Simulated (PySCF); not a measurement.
**GeS: frontier orbitals**

PBE0 at R = 2.018 Å; PySCF, scalar-relativistic core potentials, basis sets Ge cc-pVTZ-PP with ECP10, S cc-pV(T+d)Z. State: ¹Σ⁺ (singlet), closed shell. Only the outer orbitals are listed, counted within each symmetry, core potentials removing the inner ones.

```tsv
orbital	occ.	ε (eV)	on Ge (%)	main shells (%)
7σ	2	-19.60	22	75 S s, 16 Ge s
8σ	2	-12.95	63	61 Ge s, 19 S p, 18 S s
9σ	2	-7.92	52	47 S p, 33 Ge p, 18 Ge s
4π	2	-7.90	24	75 S p, 22 Ge p
4π	2	-7.90	24	75 S p, 22 Ge p
5π	0	-2.35	79	77 Ge p, 20 S p
5π	0	-2.35	79	77 Ge p, 20 S p
10σ	0	1.08	103	97 Ge p, 15 S p
```

Problem. Which are the highest filled and the lowest empty level, where do they sit, and how wide is the gap?

Solution. Highest filled 4π at -7.90 eV (in %: 75 S p, 22 Ge p); lowest empty 5π at -2.35 eV (in %: 77 Ge p, 20 S p); the gap at PBE0 is 5.55 eV.

```
bond order (Mayer)                              : 2.36
⟨S²⟩                                            : 0.000
charge on Ge (Mulliken, basis-dependent)        : 0.31
charge on Ge (Löwdin, basis-dependent)          : -0.03
dipole moment (positive dipole means Ge(−)S(+)) : -2.31 D
polarisability along the bond                   : 69.1 bohr³
polarisability across the bond                  : 35.4 bohr³
```

Shares are Mulliken populations and can fall outside 0 to 100 %.
